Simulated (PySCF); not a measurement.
# Exact mass, isotope pattern and composition

Species: `[F][Zr]([F])([F])[F]`.

Calculated from tabulated atomic weights, isotope masses and abundances; no fragmentation.

Molar mass and exact mass?

For ZrF4, with standard atomic weights, 1 × 91.224 + 4 × 18.998 = 167.216 g/mol. From the most abundant isotopes (90Zr, 19F), 1 × 89.904704 + 4 × 18.998403 = 165.8983 u.

Give the isotope pattern of the molecular ion M+•, merging species of the same nominal mass.

```
nominal mass  m/z (centroid)  relative intensity
         166        165.8978               100.0
         167        166.8987                21.8
         168        167.8981                33.3
         170        169.8994                33.8
         172        171.9013                 5.4
```

Cut off at 0.1 %. One electron mass, 0.00055 u, is taken off. Abundances used (%; other tables differ somewhat): 90Zr 51.45, 91Zr 11.22, 92Zr 17.15, 94Zr 17.38, 96Zr 2.8.

Which m/z would the protonated and sodiated molecule have?

[M+H]+ 166.9056, [M+Na]+ 188.8875, for the monoisotopic species (arithmetic only; whether such ions form is another matter).

Elemental analysis, calculated?

Zr 54.55 %, F 45.45 %.

Which singly substituted isotopologues are there?

Intensity in % of the monoisotopic species:

```csv
isotope,mass shift (u),m/z,intensity (%)
91Zr,+1.00094,166.8987,21.81
92Zr,+2.00034,167.8981,33.33
94Zr,+4.00161,169.8994,33.78
96Zr,+6.00357,171.9013,5.44
```

Species under 0.02 % are left out.
